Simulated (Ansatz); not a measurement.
A run for Ansatz (an electronic-structure program): R-BLYP/def2-TZVPPD on BrH3Sn (SMILES [Br][SnH3]). Elements past Kr take the def2 small-core potentials; no spin–orbit coupling. Files ending in .json are basis or fitting sets from the Basis Set Exchange.

Ansatz 0.2 input:
```yaml
crystal:
  periodic: [false, false, false]
  atoms:
    - {symbol: Br, position_ang: [2.33329444, -0.32593754, 0.97760692]}
    - {symbol: Sn, position_ang: [0.43825955, 1.06202369, 0.04339666]}
    - {symbol: H, position_ang: [1.13793765, 1.63113501, -1.42276343]}
    - {symbol: H, position_ang: [0.13735796, 2.38632319, 1.06829482]}
    - {symbol: H, position_ang: [-0.88335386, 0.05540548, -0.32376279]}
basis:
  gaussian:
    orbitals: def2-TZVPPD.json
hamiltonian:
  xc: {name: BLYP}
scf: {lower_state_search: off}
```

### Question
What total energy does the run end on?

### Answer
-2790.2428 hartree.
